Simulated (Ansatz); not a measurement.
Ansatz (a first-principles code) input (PBE/def2-TZVPD):

Ansatz 0.2 input:
```yaml
crystal:
  periodic: [false, false, false]
  atoms:
    - {symbol: C, position_ang: [-1.68480568, -0.90663874, 0.58619323]}
    - {symbol: Si, position_ang: [-0.66094399, 0.50719788, -0.12356768]}
    - {symbol: Si, position_ang: [1.62536493, 0.04512735, -0.22564438]}
    - {symbol: H, position_ang: [-2.74265161, -0.63545360, 0.60990894]}
    - {symbol: H, position_ang: [-1.36868765, -1.14172821, 1.60353084]}
    - {symbol: H, position_ang: [-1.57562814, -1.80697268, -0.02015034]}
    - {symbol: H, position_ang: [-0.83858690, 1.72516672, 0.70687885]}
    - {symbol: H, position_ang: [-1.11990660, 0.82081799, -1.50039093]}
    - {symbol: H, position_ang: [1.98449617, -1.08280881, -1.12581723]}
    - {symbol: H, position_ang: [2.26790565, -0.17174212, 1.09784927]}
basis:
  gaussian:
    orbitals: def2-TZVPD
hamiltonian:
  xc: {name: PBE}
magnetization: {spin_polarized: true, initial_magnetization: 1}
output: {forces: true}
```

End of the output:

```
integrals: 0.10 GiB planned
1081 factors; their error is unknown
0.31 GiB of the device are held for the grids
0.98 GiB of device memory are held for the factors and their scratch space
mean field: 0.86 GiB planned
mean field evaluation 1: about -16886.9739 eV, gradient 4.3e1 eV
mean field evaluation 2: about -16864.5266 eV, gradient 6.7e1 eV
mean field evaluation 4: about -16895.9224 eV, gradient 5.3e0 eV
mean field evaluation 8: about -16896.0865 eV, gradient 1.4e-1 eV
mean field evaluation 16: about -16896.0613 eV, gradient 2.3e-4 eV
mean field -16896.06130715 eV, -620.9188004759 hartree, gradient 1.5e-5 eV, S^2 0.753896; 0 other end points of the search recorded, 0 dependent functions left out
the calculation of the forces begins
reference -16896.06136286 eV, -620.9188025235 hartree; 21, 20 occupied and 165, 166 virtual orbitals, 1081 factors
Total energy: -16896.06136286 eV, -620.9188025235 hartree
Atom 0 at    -1.684806    -0.906639     0.586193 Å, force     0.069960     0.080916    -0.042069 eV/Å
Atom 1 at    -0.660944     0.507198    -0.123568 Å, force     0.135954    -0.150606     0.044378 eV/Å
Atom 2 at     1.625365     0.045127    -0.225644 Å, force    -0.143340     0.174693    -0.053305 eV/Å
Atom 3 at    -2.742652    -0.635454     0.609909 Å, force    -0.255531     0.079855    -0.000150 eV/Å
Atom 4 at    -1.368688    -1.141728     1.603531 Å, force     0.076456    -0.053814     0.244469 eV/Å
Atom 5 at    -1.575628    -1.806973    -0.020150 Å, force     0.026477    -0.214477    -0.147665 eV/Å
Atom 6 at    -0.838587     1.725167     0.706879 Å, force    -0.028113     0.209155     0.130900 eV/Å
Atom 7 at    -1.119907     0.820818    -1.500391 Å, force    -0.073968     0.061747    -0.228882 eV/Å
Atom 8 at     1.984496    -1.082809    -1.125817 Å, force     0.073707    -0.165566    -0.149159 eV/Å
Atom 9 at     2.267906    -0.171742     1.097849 Å, force     0.118397    -0.021903     0.201484 eV/Å
Dipole moment:    -0.163814    -0.113742     0.067480 e Å
```

It need not be the lowest isomer of its formula.
